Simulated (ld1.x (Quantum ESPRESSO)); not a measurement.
## Reading a pseudo-wave (europium)

Columns: radius, all-electron u(r) and pseudo u(r) of the 5p shell (level -26.63 eV) of europium in the configuration [Kr] 4d10 4f6 5s2 5p6 5d1 6s2 6p0; PBE, scalar-relativistic, TM scheme, ld1.x (Quantum ESPRESSO) 7.5.

```
r (bohr)  all-electron   pseudo
   0.130       -0.1969  -0.0143
   0.260       -0.1044  -0.0570
   0.390        0.3835  -0.1269
   0.520        0.4438  -0.2220
   0.650        0.1794  -0.3388
   0.780       -0.1752  -0.4707
   0.910       -0.4877  -0.6073
   1.040       -0.7129  -0.7339
   1.170       -0.8494  -0.8342
   1.300       -0.9116  -0.8943
   1.430       -0.9183  -0.9094
   1.560       -0.8866  -0.8842
   1.690       -0.8309  -0.8306
   1.820       -0.7618  -0.7618
   1.950       -0.6871  -0.6871
   2.080       -0.6120  -0.6120
   2.210       -0.5397  -0.5397
   2.340       -0.4723  -0.4723
   2.470       -0.4107  -0.4107
   2.600       -0.3554  -0.3554
   2.730       -0.3064  -0.3064
   2.860       -0.2633  -0.2633
   2.990       -0.2255  -0.2255
   3.120       -0.1929  -0.1929
   3.250       -0.1646  -0.1646
   3.380       -0.1402  -0.1402
```

(1) How many radial nodes do the two functions have?

(2) At about which radius was the pseudo-wave matched?

(3) Where does each function peak?

(4) Is the pseudo-wave norm-conserving?

## Answers

(1) The all-electron 5p function has n − l − 1 = 3 (the table is too coarse to show those close to the nucleus); the pseudo-wave has 0, since the states of the same l below it are removed with the core.

(2) 1.90 bohr. The columns agree to 0.0005 from 1.69 bohr on; several derivatives are matched, so the curves merge somewhat inside the radius.

(3) Outermost all-electron maximum near 1.43 bohr, pseudo maximum near 1.43 bohr (to the table’s step).

(4) Yes: the TM scheme keeps the norm inside the radius equal to the all-electron one, which fixes the energy derivative of the logarithmic derivative at the level.
